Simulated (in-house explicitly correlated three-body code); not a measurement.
Computed with an exponentially correlated three-body code. Model: two electrons around a point charge, non-relativistic, variational in 260 exponentially correlated functions (energies converged to about 1e-7 hartree, or 1e-8 relative for large Z).

Command:
```bash
python run_hyl.py task.json out
```
Settings (lengths in bohr, energies in hartree):
```
Z                      2.5
screening              0.05
interaction_strength   1
functions              260
states_tried           13
```

Cost of the run: 55 s on 1 thread of Intel(R) Xeon(R) Platinum 8488C (Sapphire Rapids) (shared host).

**Those bound S and P states to n = 4 that converged, binding against the one-electron ion.**

Given: nuclear charge 2.5; Yukawa screening of all interactions 0.05 1/bohr.

Computed: one-electron threshold -3.00185066 hartree.

```tsv
term	energy (hartree)	binding (eV)
1 1S	-4.64496214	44.711
2 3S	-3.29386343	7.9461
2 1S	-3.24551913	6.6306
2 3P	-3.23081907	6.2305
2 1P	-3.21051385	5.678
3 3S	?	?
3 1S	-3.07427418	1.9707
3 3P	-3.07020407	1.86
3 1P	-3.06451994	1.7053
4 3S	-3.0274895	0.69767
4 1S	?	?
4 3P	-3.02185581	0.54437
4 1P	-3.01992057	0.49171
```

Q: What belongs in the row 3 3S?

A: energy (hartree): -3.0859798; binding (eV): 2.2893.

Q: What belongs in the row 4 1S?

A: energy (hartree): -3.0236095; binding (eV): 0.59209.

**Converged states only, values per electron or pair (inverse distances are <exp(-kr)/r>).**

```csv
term,mean r (bohr),mean r squared (bohr²),mean inverse r (1/bohr),mean r12 (bohr),mean inverse r12 (1/bohr),mean cosine,mean p1 dot p2 (bohr⁻²),delta r1 (bohr⁻³),delta r12 (bohr⁻³)
1 1S,0.70886,0.68743,2.1383,1.0741,1.2074,-0.051971,0.22334,3.7852,0.26445
2 3S,1.8894,6.1431,1.4183,3.2623,0.31792,-0.014031,0.012101,2.6115,-
2 1S,2.1309,8.0535,1.3977,3.7254,0.31361,-0.014764,0.015205,2.5863,0.027097
2 3P,1.8611,6.152,1.3976,3.2199,0.34032,-0.046902,-0.16079,2.4517,-
2 1P,2.0167,7.3082,1.3848,3.4902,0.31828,0.0026256,0.12414,2.4896,0.0033276
3 3S,4.2884,36.43,1.2926,8.0084,0.11899,-0.0037422,0.0030123,2.5163,-
3 1S,?,?,?,?,?,?,?,?,?
3 3P,4.4703,40.445,1.2868,8.3755,0.12194,-0.011896,-0.039801,2.4768,-
3 1P,4.7249,45.365,1.283,8.8742,0.11586,0.00082074,0.034503,2.4864,0.0010341
4 3S,8.219,141.34,1.2521,15.853,0.048805,-0.0012743,0.0010052,2.4957,-
4 1S,8.881,165.81,1.2498,17.175,0.046922,-0.0014374,0.0013571,2.4942,0.0024645
4 3P,?,?,?,?,?,?,?,?,-
4 1P,9.193,179.3,1.2479,17.798,0.045703,0.00028262,0.011698,2.4857,0.00036262
```

Q: What belongs in the row 3 1S?

A: mean r (bohr): 4.6885; mean r squared (bohr²): 44.027; mean inverse r (1/bohr): 1.287; mean r12 (bohr): 8.8037; mean inverse r12 (1/bohr): 0.11624; mean cosine: -0.0041661; mean p1 dot p2 (bohr⁻²): 0.0040118; delta r1 (bohr⁻³): 2.5115; delta r12 (bohr⁻³): 0.007246.

Q: What belongs in the row 4 3P?

A: mean r (bohr): 8.7657; mean r squared (bohr²): 162.72; mean inverse r (1/bohr): 1.2494; mean r12 (bohr): 16.947; mean inverse r12 (1/bohr): 0.048275; mean cosine: -0.0039467; mean p1 dot p2 (bohr⁻²): -0.013094; delta r1 (bohr⁻³): 2.4825.

**Electric-dipole lines between converged S and P states, rate of the upper state's decay.**

```
s state  p state  p minus s (eV)  oscillator strength from s  rate (1/s)
   1 1S     2 1P          39.033                     0.37414  8.2451e+09
   1 1S     3 1P               ?                           ?           ?
   1 1S     4 1P           44.22                    0.028059  7.9359e+08
   2 1S     2 1P         0.95254                     0.28087   3.686e+06
   2 1S     3 1P          4.9252                     0.19478  6.8341e+07
   2 1S     4 1P          6.1388                    0.049139  2.6785e+07
   3 1S     2 1P         -3.7073                    -0.10963  6.5383e+07
   3 1S     3 1P         0.26543                      0.5013      510830
   3 1S     4 1P           1.479                     0.15808  5.0016e+06
   4 1S     2 1P         -5.0859                   -0.018522  2.0789e+07
   4 1S     3 1P         -1.1132                    -0.22701  1.2207e+07
   4 1S     4 1P               ?                           ?           ?
   2 3S     2 3P          1.7155                     0.40209  1.7116e+07
   2 3S     3 3P          6.0861                     0.12092  6.4784e+07
   2 3S     4 3P          7.4017                    0.034255  2.7144e+07
   3 3S     2 3P         -3.9413                    -0.14526  9.7911e+07
   3 3S     3 3P         0.42928                     0.68981  1.8386e+06
   3 3S     4 3P          1.7449                    0.088481  3.8965e+06
   4 3S     2 3P         -5.5329                    -0.02248  2.9861e+07
   4 3S     3 3P         -1.1623                    -0.30162  1.7682e+07
   4 3S     4 3P          0.1533                     0.98146      333620
```

Q: What belongs in the row 1 1S 3 1P?

A: p minus s (eV): 43.006; oscillator strength from s: 0.086974; rate (1/s): 2.3267e+09.

Q: What belongs in the row 4 1S 4 1P?

A: p minus s (eV): 0.10038; oscillator strength from s: 0.74432; rate (1/s): 108480.

**Static dipole response.**

```
state  polarisability (bohr³)
 1 1S                 0.45658
```
